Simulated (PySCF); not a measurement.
CH₅GaO₂, SMILES [CH3][Ga]([OH])[OH].

Geometry: PBE-D3(BJ)/def2-SVP. The values are those of a single conformer.

Two levels are set side by side: TDA-PBE/def2-SVPD (PySCF) and TDA-B3LYP/def2-SVPD (PySCF). Vertical, same geometry. The lowest singlet is HOMO→LUMO 100 % with PBE and HOMO→LUMO 97 % with the other functional; states are paired by order. Differences are taken from unrounded values.

```csv
quantity,TDA-B3LYP
lowest singlet excitation (eV),6.18
lowest triplet excitation (TDA) (eV),5.89
first bright state (f over 0.05) (eV),6.73
its oscillator strength,0.16
```

### Question
What does TDA-PBE give, and how far is it from TDA-B3LYP? (An estimate is asked for; the answer gives what the named calculation found.)

### Answer

```csv
quantity,TDA-PBE,TDA-PBE minus TDA-B3LYP
lowest singlet excitation (eV),5.50,-0.68
lowest triplet excitation (TDA) (eV),5.28,-0.61
first bright state (f over 0.05) (eV),6.17,-0.55
its oscillator strength,0.05,-0.11
```

Functionals without exact exchange tend to place singlet excitations lower, as here. Differences between two approximate levels are no errors against the true value.

Rough cost on one machine, each run with all the roots and properties that it gave: TDA-B3LYP against TDA-PBE about 2 times.
